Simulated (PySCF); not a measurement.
# Assignment exercise: C$_{8}$H$_{10}$O

Cartesian coordinates in Å; atom numbers follow the order of the lines, from 1:
```xyz
19

O    -3.551    0.013    0.388
C    -2.179    0.283    0.458
C    -1.345   -0.643   -0.427
C     0.131   -0.394   -0.290
C     0.784    0.531   -1.114
C     2.141    0.802   -0.952
C     2.870    0.152    0.042
C     2.232   -0.769    0.872
C     0.875   -1.036    0.706
H    -3.843    0.187   -0.513
H    -1.882    0.143    1.509
H    -1.945    1.337    0.206
H    -1.651   -0.503   -1.479
H    -1.590   -1.683   -0.158
H     0.219    1.041   -1.900
H     2.633    1.523   -1.610
H     3.935    0.361    0.169
H     2.796   -1.286    1.652
H     0.381   -1.764    1.357
```

[PySCF 2.14.0 with density-fitted response routines: GIAO PBE0/pcSseg-1 shieldings; PBE0-D3(BJ)/def2-SVP geometry; one conformer; gas phase; rapidly exchanging positions averaged; non-relativistic Hamiltonian]

Referencing at the same level of theory: 13C (σref 184.41), 1H (σref 31.27) against TMS.

Question: Assign these signals to the numbered atoms. 13C{1H} NMR (computed): δ 142.9 (C), 134.8 (CH), 134.2 (CH), 132.0 (CH), 69.9 (CH2), 45.6 (CH2).

Answer: 
| δ (ppm) | atoms | environment | reason |
| --- | --- | --- | --- |
| 142.9 | C4 | substituted aromatic carbon | – |
| 134.8 | C5/C9 | aromatic CH | the aromatic region |
| 134.2 | C6/C8 | aromatic CH | – |
| 132.0 | C7 | aromatic CH | – |
| 69.9 | C2 | sp3 CH2 bonded to O | the inductive effect lowers its shielding |
| 45.6 | C3 | sp3 CH2 on an aromatic ring | a saturated carbon with 2 carbon neighbours and no heteroatom attached |

C5/C9 and C6/C8 lie closer than the usual error of such a calculation, so a measured spectrum could show them in the other order.

Question: Assign these signals to the numbered atoms. 1H NMR (300 MHz, computed): δ 7.43 (m, 2H), 7.34 (m, 1H), 7.30 (m, 2H), 3.52 (t, 2H), 2.60 (t, 2H), -0.07 (br s, 1H).

Answer: 
7.43 → H16/H18, hydrogen on an aromatic CH: aromatic region
7.34 → H17, hydrogen on an aromatic CH
7.30 → H15/H19, hydrogen on an aromatic CH
3.52 → H11/H12, hydrogen on an sp3 CH2 bonded to O: its carbon carries O, which withdraws density
2.60 → H13/H14, hydrogen on an sp3 CH2 on an aromatic ring: benzylic-type position, deshielded by the ring
-0.07 → H10, hydrogen on an alcohol oxygen: labile proton, position sensitive to the medium

H16/H18 and H17; H17 and H15/H19 lie closer than the usual error of such a calculation, so a measured spectrum could show them in the other order.

Exchangeable OH/NH protons stand at their gas-phase positions; hydrogen bonding in a real sample shifts them, mostly to higher δ. Shifts are as computed. Against solution values, carbons near 30 ppm lie about +2 ppm off and those near 130 ppm about +5 ppm. Of 1211 compounds with measured shifts, 218 miss one by over three times the rms of a fit or turn the order of signals round; such compounds aren't used in these exercises. No couplings were computed; multiplicities are counted from neighbouring protons, with m where these are inequivalent, close in shift, in a saturated or five-membered ring or joined by F or P, and br s for small geminal =CH2 splittings.
